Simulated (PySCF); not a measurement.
Compound: Si(OEt)2Me2, C6H16O2Si.
Bonds: Si1–O2, Si1–O10, Si1–C18, Si1–C22, O2–C3, C3–C4, O10–C11, C11–C12. Hydrogens: H5, H6 on C3; H7, H8, H9 on C4; H13, H14 on C11; H15, H16, H17 on C12; H19, H20, H21 on C18; H23, H24, H25 on C22.

Method: PySCF, PBE0-D3(BJ)/def2-SVP geometry optimisation, gas phase; density fitting, grid level 1; the optimiser is geomeTRIC in internal coordinates, started from a GFN2-xTB structure with every atom displaced at random (about 0.03 Å).

The end geometry, which sets the zero of energy:
```
atom  x, y, z in Å
Si1    -0.8695   -0.1614   -0.1036
O2     -0.5580   -0.2990    1.5194
C3      0.3361    0.5151    2.2384
C4      0.5581   -0.0721    3.6128
H5      1.2973    0.5957    1.6979
H6     -0.0697    1.5419    2.3293
H7      1.2465    0.5545    4.2002
H8     -0.3952   -0.1491    4.1569
H9      0.9870   -1.0820    3.5330
O10     0.6196   -0.2793   -0.8527
C11     0.8890   -0.0723   -2.2126
C12     2.3710   -0.2299   -2.4642
H13     0.3257   -0.7952   -2.8360
H14     0.5605    0.9380   -2.5283
H15     2.6101   -0.0709   -3.5266
H16     2.9395    0.4969   -1.8646
H17     2.7020   -1.2389   -2.1766
C18    -1.6406    1.4944   -0.5091
H19    -1.8894    1.5770   -1.5791
H20    -0.9586    2.3224   -0.2593
H21    -2.5716    1.6365    0.0617
C22    -1.9761   -1.5883   -0.5492
H23    -1.4801   -2.5420   -0.3136
H24    -2.2253   -1.5847   -1.6219
H25    -2.9184   -1.5435    0.0181
```

Problem. These geometries come from the run, each turned onto the end geometry. Order them by energy, lowest first.
A.
```
atom  x, y, z in Å
Si1    -0.8810   -0.0952   -0.1125
O2     -0.5670   -0.2323    1.5092
C3      0.3386    0.5366    2.2585
C4      0.5801   -0.1271    3.5934
H5      1.2917    0.6497    1.7094
H6     -0.0645    1.5580    2.4122
H7      1.2799    0.4672    4.2018
H8     -0.3635   -0.2366    4.1477
H9      1.0117   -1.1298    3.4492
O10     0.6089   -0.1516   -0.8561
C11     0.9049   -0.0884   -2.2234
C12     2.3906   -0.2657   -2.4287
H13     0.3558   -0.8748   -2.7783
H14     0.5809    0.8835   -2.6461
H15     2.6477   -0.2416   -3.4987
H16     2.9507    0.5327   -1.9187
H17     2.7214   -1.2287   -2.0103
C18    -1.7226    1.5283   -0.5134
H19    -2.0370    1.5651   -1.5689
H20    -1.0508    2.3833   -0.3374
H21    -2.6214    1.6672    0.1075
C22    -1.9438   -1.5543   -0.5645
H23    -1.4148   -2.5053   -0.3889
H24    -2.2486   -1.5192   -1.6224
H25    -2.8578   -1.5573    0.0500
```
B.
```
atom  x, y, z in Å
Si1    -0.8118   -0.1043   -0.1069
O2     -0.5212   -0.2047    1.5012
C3      0.3554    0.5387    2.2805
C4      0.5377   -0.1464    3.6211
H5      1.3379    0.6710    1.7795
H6     -0.0459    1.5534    2.4550
H7      1.1845    0.4462    4.2807
H8     -0.4430   -0.2650    4.1225
H9      0.9333   -1.1614    3.4753
O10     0.6216   -0.1372   -0.8832
C11     0.9016   -0.0920   -2.2571
C12     2.3874   -0.2498   -2.4787
H13     0.3507   -0.8889   -2.7915
H14     0.5565    0.8659   -2.6919
H15     2.6119   -0.2534   -3.5559
H16     2.9113    0.5832   -1.9943
H17     2.7265   -1.2013   -2.0438
C18    -1.6895    1.5132   -0.5231
H19    -2.0230    1.4902   -1.5751
H20    -1.0190    2.3783   -0.3938
H21    -2.5822    1.6557    0.1066
C22    -1.9246   -1.5469   -0.5312
H23    -1.3937   -2.4923   -0.3584
H24    -2.2572   -1.4878   -1.5785
H25    -2.8154   -1.5004    0.1117
```
C.
```
atom  x, y, z in Å
Si1    -0.7779   -0.1427   -0.1044
O2     -0.5402   -0.2249    1.4603
C3      0.3235    0.5082    2.2304
C4      0.6396   -0.1628    3.5939
H5      1.3410    0.5524    1.7108
H6     -0.0068    1.5503    2.3833
H7      1.2632    0.3813    4.2289
H8     -0.3771   -0.2093    4.0895
H9      0.9100   -1.1640    3.5235
O10     0.6072   -0.1600   -0.8301
C11     0.8824   -0.1252   -2.2048
C12     2.4305   -0.2299   -2.4098
H13     0.3102   -0.9124   -2.7646
H14     0.4919    0.8321   -2.6392
H15     2.6387   -0.2380   -3.4889
H16     2.9165    0.6315   -1.9064
H17     2.7763   -1.1336   -2.0119
C18    -1.7251    1.5979   -0.5521
H19    -2.0472    1.5631   -1.5940
H20    -1.0948    2.4437   -0.4330
H21    -2.6124    1.7676    0.0304
C22    -1.9382   -1.6082   -0.5263
H23    -1.4366   -2.4500   -0.3509
H24    -2.2617   -1.5439   -1.5636
H25    -2.8230   -1.5595    0.0997
```
D.
```
atom  x, y, z in Å
Si1    -0.8585   -0.0924   -0.1147
O2     -0.5518   -0.2158    1.5036
C3      0.3400    0.5380    2.2756
C4      0.5688   -0.1377    3.6090
H5      1.2996    0.6610    1.7435
H6     -0.0605    1.5593    2.4378
H7      1.2528    0.4547    4.2372
H8     -0.3844   -0.2532    4.1440
H9      0.9907   -1.1445    3.4569
O10     0.6095   -0.1398   -0.8737
C11     0.9052   -0.0894   -2.2419
C12     2.3935   -0.2600   -2.4471
H13     0.3545   -0.8822   -2.7846
H14     0.5723    0.8764   -2.6694
H15     2.6432   -0.2516   -3.5186
H16     2.9449    0.5517   -1.9508
H17     2.7284   -1.2172   -2.0167
C18    -1.7142    1.5176   -0.5209
H19    -2.0391    1.5269   -1.5748
H20    -1.0443    2.3801   -0.3689
H21    -2.6093    1.6571    0.1060
C22    -1.9389   -1.5460   -0.5525
H23    -1.4127   -2.5002   -0.3801
H24    -2.2576   -1.5017   -1.6055
H25    -2.8420   -1.5274    0.0772
```
E.
```
atom  x, y, z in Å
Si1    -0.8883   -0.1067   -0.1080
O2     -0.5798   -0.2500    1.5154
C3      0.3333    0.5318    2.2464
C4      0.5846   -0.1107    3.5904
H5      1.2819    0.6315    1.6870
H6     -0.0682    1.5550    2.3857
H7      1.2898    0.4898    4.1855
H8     -0.3551   -0.2082    4.1539
H9      1.0135   -1.1157    3.4617
O10     0.6125   -0.1684   -0.8404
C11     0.9000   -0.0861   -2.2083
C12     2.3848   -0.2643   -2.4259
H13     0.3454   -0.8625   -2.7725
H14     0.5759    0.8920   -2.6170
H15     2.6361   -0.2198   -3.4967
H16     2.9486    0.5231   -1.9029
H17     2.7153   -1.2352   -2.0277
C18    -1.7101    1.5246   -0.5052
H19    -2.0106    1.5794   -1.5638
H20    -1.0322    2.3695   -0.3071
H21    -2.6147    1.6641    0.1070
C22    -1.9479   -1.5615   -0.5765
H23    -1.4159   -2.5079   -0.3954
H24    -2.2376   -1.5272   -1.6387
H25    -2.8713   -1.5729    0.0235
```

Solution. E (0.003 eV), A (0.006 eV), D (0.018 eV), B (0.076 eV), C (1.278 eV).

In the order of the answer:

```json
{"step": "4", "E above end (eV)": "0.003", "largest force (eV/Å)": "0.08", "rms force component (eV/Å)": "0.019", "rms distance from end (Å)": "0.083", "rms bond change (Å)": "0.000", "bond most changed (Å)": "Si1–C18 -0.002"}
{"step": "3", "E above end (eV)": "0.006", "largest force (eV/Å)": "0.11", "rms force component (eV/Å)": "0.030", "rms distance from end (Å)": "0.098", "rms bond change (Å)": "0.001", "bond most changed (Å)": "Si1–O10 -0.005"}
{"step": "2", "E above end (eV)": "0.018", "largest force (eV/Å)": "0.46", "rms force component (eV/Å)": "0.092", "rms distance from end (Å)": "0.107", "rms bond change (Å)": "0.004", "bond most changed (Å)": "Si1–O10 -0.018"}
{"step": "1", "E above end (eV)": "0.076", "largest force (eV/Å)": "1.64", "rms force component (eV/Å)": "0.273", "rms distance from end (Å)": "0.120", "rms bond change (Å)": "0.011", "bond most changed (Å)": "Si1–O10 -0.041"}
{"step": "0", "E above end (eV)": "1.278", "largest force (eV/Å)": "6.00", "rms force component (eV/Å)": "1.553", "rms distance from end (Å)": "0.131", "rms bond change (Å)": "0.057", "bond most changed (Å)": "Si1–C18 +0.161"}
```

What follows is the cost of the whole optimisation. Hardware: an Intel Xeon 6975P-C with 2 threads, shared host with 192 logical CPUs at a one-minute load of 123. Cost: 2.7 min wall, 6.8 min CPU, 1.1 GiB resident at most.
